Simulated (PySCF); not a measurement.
## Selenium: a sound run and one with changed settings

Sound run: Se⁺ [Ar] 3d10 4s2 4p3, Se²⁺ [Ar] 3d10 4s2 4p2. Calculation: PySCF 2.14, in def2-SVP; no relativity, point nucleus. In the sound run the correlated levels freeze [Ar] 3d10. The sound run starts from symmetry-adapted Hartree-Fock orbitals and uses a fine grid where one is needed.

A second run was set up differently.

| species | method | sound run (hartree) | changed run (hartree) | converged |
| --- | --- | --- | --- | --- |
| Se⁺ | MP2 | -2399.27455 | -2399.42209 | yes |
| Se²⁺ | MP2 | -2398.49403 | -2398.63987 | yes |

Ionisation energy of Se⁺:

```
 method  sound run (eV)  changed run (eV)
    UHF          20.878            20.878
    MP2          21.239            21.285
SCS-MP2          21.109            21.135
```

**Question.** What was changed?
A. too few SCF iterations
B. a valence shell is frozen
C. all electrons correlated in a valence basis
D. basis contracted for another Hamiltonian

**Answer.** C. A valence basis has no tight correlating functions, so it recovers only part of the core correlation, and not evenly between atom and ion.
